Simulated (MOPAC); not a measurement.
System: Si₂H₄F, charge 0, multiplicity 2. SMILES: F[SiH2][SiH2]

Atoms: F1, Si2, Si3, H4, H5, H6, H7. Bonds: F1-Si2, Si2-Si3, Si2-H4, Si2-H5, Si3-H6, Si3-H7.

Bond lengths (Å) and angles (degrees) optimised at AM1 with MOPAC; PM6 with MOPAC; MNDO with MOPAC, each started from the B3LYP-D3(BJ)/def2-TZVP structure (Ansatz) of the last column. A row stands for all coordinates that are equal there; 9 of 15 kinds are shown. No wavenumbers were computed at MNDO, so these may be saddle points.

```json
[
 {"coordinate": "F1-Si2", "AM1": "1.623", "PM6": "1.607", "MNDO": "1.596", "B3LYP-D3(BJ)/def2-TZVP": "1.612"},
 {"coordinate": "Si2-Si3", "AM1": "2.445", "PM6": "2.038", "MNDO": "2.136", "B3LYP-D3(BJ)/def2-TZVP": "2.333"},
 {"coordinate": "Si2-H4", "AM1": "1.463", "PM6": "1.483", "MNDO": "1.381", "B3LYP-D3(BJ)/def2-TZVP": "1.480"},
 {"coordinate": "Si2-H5", "AM1": "1.463", "PM6": "1.483", "MNDO": "1.381", "B3LYP-D3(BJ)/def2-TZVP": "1.482"},
 {"coordinate": "Si3-H6", "AM1": "1.460", "PM6": "1.508", "MNDO": "1.373", "B3LYP-D3(BJ)/def2-TZVP": "1.485"},
 {"coordinate": "Si3-H7", "AM1": "1.460", "PM6": "1.508", "MNDO": "1.373", "B3LYP-D3(BJ)/def2-TZVP": "1.484"},
 {"coordinate": "F1-Si2-Si3", "AM1": "118.6", "PM6": "120.9", "MNDO": "114.6", "B3LYP-D3(BJ)/def2-TZVP": "109.0"},
 {"coordinate": "F1-Si2-H4", "AM1": "110.6", "PM6": "105.9", "MNDO": "106.5", "B3LYP-D3(BJ)/def2-TZVP": "108.2"},
 {"coordinate": "F1-Si2-H5", "AM1": "110.5", "PM6": "105.9", "MNDO": "106.5", "B3LYP-D3(BJ)/def2-TZVP": "106.6"}
]
```

Mean signed difference of all 6 bond lengths from B3LYP-D3(BJ)/def2-TZVP: AM1 0.006 Å, PM6 -0.041 Å, MNDO -0.106 Å.
